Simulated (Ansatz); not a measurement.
Calculated with Ansatz (gas phase, PBE0-D4/def2-TZVP geometries, no zero-point term in ΔE). CCSD(T)/CBS is the MP2 limit (def2-TZVPP, def2-QZVPP) plus CCSD(T) − MP2 in def2-TZVPP, frozen cores. This one scheme is used for every species. Functionals use def2-TZVPP. For Ti outer-core shells are correlated without core-valence functions, which leaves a few kJ/mol of doubt a bond. Scalar relativity is left out up to krypton. Each species was taken in one conformer, which may not be the lowest.

Reaction (ligand exchange at a Ti–O bond): `[NH2][Ti]([OH])([OH])[Cl]` + H–F → `[NH2][Ti]([OH])([F])[Cl]` + H₂O

**Question.** Is it downhill or uphill in electronic energy at CCSD(T)/CBS, and by how much? (Best estimate.)

**Answer.** The calculation gave: Downhill: ΔE = -0.43 eV.

**Question.** What do these levels give: LDA (SPW92), B97M-V, BHLYP-D4, ωB97X-V, PBE, r2SCAN, r2SCAN0, HF/def2-SVP, CCSD(T)/def2-SVP, SCS-MP2/def2-TZVPP, CCSD/def2-TZVPP, MP2/def2-QZVPP? (Estimate.)

**Answer.** Computed: LDA (SPW92) -0.48, B97M-V -0.56, BHLYP-D4 -0.50, ωB97X-V -0.53, PBE -0.54, r2SCAN -0.54, r2SCAN0 -0.52, HF/def2-SVP -0.54, CCSD(T)/def2-SVP -0.52, SCS-MP2/def2-TZVPP -0.45, CCSD/def2-TZVPP -0.47, MP2/def2-QZVPP -0.41 eV.

Largest T1 diagnostic among the species: 0.024, so the coupled-cluster value is less sure than usual.

Leaving LDA and LC-ωPBE aside and taking each functional with its dispersion term where it has one, the values, not all of them listed here, spread over 0.08 eV, from B97M-V to PBE-QIDH. LDA lies +0.05 eV from PBE without D4. The D4 term adds +0.04 eV with B3LYP and +0.02 eV with PBE0; it sums over pairs of atoms, weighted by their polarisabilities, and B3LYP, whose exchange is more repulsive, gets the larger term.

B3LYP here is the variant with VWN-RPA as its local correlation; programs differ in this.
